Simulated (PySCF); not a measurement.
Orbital levels and atomic charges: C8H6F8Si4

System: C8H6F8Si4 (carbosilane and low-k precursor), SMILES C[Si](F)(F)C#C[Si](F)(F)C#C[Si](F)(F)C#C[Si](C)(F)F.

Cartesian coordinates (Å):
```
  1 C     7.7593    0.2068   -0.0382
  2 Si    6.2380   -0.8477   -0.3691
  3 F     6.2693   -2.2008    0.4873
  4 F     6.2350   -1.4139   -1.8673
  5 C     4.6144   -0.0185   -0.0691
  6 C     3.5650    0.5459    0.1323
  7 Si    1.9603    1.3954    0.4359
  8 F     1.9090    1.9474    1.9338
  9 F     1.8763    2.7322   -0.4341
 10 C     0.4819    0.3467    0.1083
 11 C    -0.4833   -0.3465   -0.1088
 12 Si   -1.9610   -1.3959   -0.4373
 13 F    -1.8770   -2.7329    0.4322
 14 F    -1.9081   -1.9469   -1.9355
 15 C    -3.5658   -0.5467   -0.1336
 16 C    -4.6149    0.0178    0.0694
 17 Si   -6.2377    0.8482    0.3693
 18 C    -7.7589   -0.2066    0.0400
 19 F    -6.2680    2.2004   -0.4884
 20 F    -6.2344    1.4162    1.8668
 21 H     8.6677   -0.3579   -0.2381
 22 H     7.7763    1.0916   -0.6682
 23 H     7.7987    0.5378    0.9957
 24 H    -8.6676    0.3574    0.2403
 25 H    -7.7753   -1.0913    0.6702
 26 H    -7.7989   -0.5382   -0.9937
```

Method: CAM-B3LYP/6-31G*, gas phase, PySCF, fitting set def2-universal-JFIT up to Ne and JKFIT beyond, grid level 1.

Give the orbital energies near the gap.


| orbital | eV |
| --- | --- |
| HOMO-4 | -10.74 |
| HOMO-3 | -10.49 |
| HOMO-2 | -10.45 |
| HOMO-1 | -10.39 |
| HOMO | -10.21 |
| LUMO | -0.97 |
| LUMO+1 | -0.80 |
| LUMO+2 | -0.17 |
| LUMO+3 | 0.12 |

Give the partial charges of the non-hydrogen atoms.


```
atom  Mulliken    IAO  Hirshfeld
  C1     -0.72  -0.74      -0.18
 Si2      0.99   1.60       0.54
  F3     -0.37  -0.52      -0.19
  F4     -0.37  -0.52      -0.19
  C5     -0.09  -0.30      -0.11
  C6     -0.12  -0.33      -0.12
 Si7      0.89   1.63       0.56
  F8     -0.36  -0.51      -0.18
  F9     -0.36  -0.51      -0.18
 C10     -0.10  -0.31      -0.11
 C11     -0.10  -0.31      -0.11
Si12      0.89   1.63       0.56
 F13     -0.36  -0.51      -0.18
 F14     -0.36  -0.51      -0.18
 C15     -0.12  -0.33      -0.12
 C16     -0.09  -0.30      -0.11
Si17      0.99   1.61       0.54
 C18     -0.72  -0.74      -0.18
 F19     -0.37  -0.52      -0.19
 F20     -0.37  -0.52      -0.19
```
